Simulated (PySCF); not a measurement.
Cl₂Si, charge +1, doublet, at a GFN2-xTB geometry (a state made from the parent by changing its charge; the spin is typed, not shown lowest). Base run: PySCF with DF-BLYP/cc-pVTZ.

The PySCF input:
```python
from pyscf import gto, scf, dft

mol = gto.Mole()
mol.atom = '''
    Si    0.000867    0.003477    0.529362
    Cl    1.150751    1.375041   -0.228899
    Cl   -1.151465   -1.377904   -0.207046
'''
mol.basis = 'cc-pvtz'
mol.charge = 1
mol.spin = 1
mol.verbose = 4
mol.build()

mf = dft.UKS(mol)
mf.xc = 'blyp'
mf = mf.density_fit(auxbasis='def2-universal-jkfit')
mf.kernel()
mf.analyze()
```

Variants of this job, named by their change:

```csv
change,basis functions,E (Eh),HOMO (eV),core-seconds (rough)
base,102,-1209.66116,-12.61,7
basis = LANL2DZ,…,…,…,2
basis = STO-3G,27,-1196.12597,-11.80,3
basis = 3-21G,39,-1203.56555,-12.89,2
basis = 6-31G*,54,…,-12.73,5
basis = pcseg-1,54,-1209.56548,-12.73,4
basis = 6-31+G*,66,-1209.53716,-12.74,7
basis = cc-pV(D+d)Z,…,…,…,4
basis = def2-SVPD,78,-1209.23130,-12.70,5
basis = pcseg-2,102,-1209.67710,-12.66,7
basis = def2-TZVP,111,-1209.65081,-12.61,8
basis = def2-TZVPP,…,…,-12.61,10
basis = def2-QZVPP,210,-1209.69361,-12.61,20
```

Task: Some entries are withheld; supply them.

Result: 
- basis = LANL2DZ, basis functions: 24
- basis = LANL2DZ, E (Eh): -33.31374
- basis = LANL2DZ, HOMO (eV): -13.20
- basis = 6-31G*, E (Eh): -1209.53483
- basis = cc-pV(D+d)Z, basis functions: 69
- basis = cc-pV(D+d)Z, E (Eh): -1209.61657
- basis = cc-pV(D+d)Z, HOMO (eV): -12.64
- basis = def2-TZVPP, basis functions: 126
- basis = def2-TZVPP, E (Eh): -1209.65100

Totals compare only among sets that treat the same electrons; sets with core potentials leave the core out.

Open shells are given as the SCF converged; they aren't shown to be the lowest states, and a large step between rows can be another state.
